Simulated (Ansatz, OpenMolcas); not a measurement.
**A ladder of methods for CH4AlClO (SMILES C[O][AlH][Cl])**

CH4AlClO has 8 atoms, charge 0, and is taken as a singlet. As SMILES, `C[O][AlH][Cl]`. Geometry: relaxed at PBE0-D4/def2-TZVP. This is one conformer, not always the lowest.

```tsv
atom	x (Å)	y (Å)	z (Å)
C	0.1322	1.2506	0.2630
O	0.6453	0.0520	-0.2460
Al	0.1034	-1.5197	-0.4266
Cl	-1.8290	-2.0078	0.2244
H	0.1184	2.0124	-0.5225
H	-0.8865	1.1362	0.6500
H	0.7702	1.6126	1.0750
H	1.0380	-2.5933	-1.0729
```

Quantity: the vertical ionisation energy (to the doublet cation), in eV. The values are calculated.

```tsv
level	kind	program	value (eV)	less CCSD(T)/6-31G*	CPU time (all runs)
HF/6-31G* (spherical functions)	Hartree–Fock	Ansatz	9.84	-0.85	9.8 s
PBE/6-31G* (spherical functions)	GGA	Ansatz	10.17	-0.52	28 s
BHLYP/6-31G* (spherical functions)	global hybrid	Ansatz	10.76	+0.07	24 s
r2SCAN0/6-31G* (spherical functions)	hybrid meta-GGA	Ansatz	10.76	+0.07	72 s
wB97X/6-31G* (spherical functions)	range-separated hybrid	Ansatz	10.92	+0.23	86 s
B2PLYP/6-31G* (spherical functions)	double hybrid	Ansatz	10.79	+0.10	33 s
BCCD(T)/6-31G* (spherical functions)	coupled cluster or CI	Ansatz	10.69	0.00	64 s
CCSD(T)/6-31G* (spherical functions), open shells restricted	coupled cluster or CI	OpenMolcas	10.69	0.00	67 s
```

Differences are taken from CCSD(T)/6-31G* (spherical functions), open shells restricted for orientation; it has basis-set and higher-order errors of its own. The values span 9.84 to 10.92 eV. Times are those of the runs behind each value, whatever else they computed, on shared processors of several kinds: orders of magnitude only.
